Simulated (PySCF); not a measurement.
Co (cobalt, neutral) across methods

[Ar] 3d7 4s2, high-spin 4F determinant. Computed with PySCF 2.14 in ANO-RCC-VTZP (6s5p3d2f1g, 59 functions), with the spin-free X2C one-electron Hamiltonian (Gaussian nucleus).

```tsv
method	E (hartree)	mean ε 3d β (eV)	mean ε 4s α (eV)	mean ε 4s β (eV)	Σ⟨r²⟩ (bohr²)	⟨S²⟩
UHF	-1391.87414	-15.819	-7.918	-7.119	38.99	3.760
PBE0	-1393.017	-9.379	-6.405	-5.816	37.13	3.755
wB97X	-1393.279	-11.816	-8.387	-8.029	36.90	3.753
LDA	-1390.578	-6.888	-5.874	-5.320	36.62	3.754
r2SCAN	-1393.215	-7.407	-5.904	-5.276	36.91	3.758
PBEsol	-1391.738	-6.836	-5.701	-5.116	36.87	3.755
PBE	-1393.007	-6.979	-5.674	-5.103	37.00	3.755
```

Task: Estimate the same row for BHandHLYP.

Result: E (hartree) = -1393.218; mean ε 3d β (eV) = -11.764; mean ε 4s α (eV) = -7.002; mean ε 4s β (eV) = -6.523; Σ⟨r²⟩ (bohr²) = 37.37; ⟨S²⟩ = 3.754.
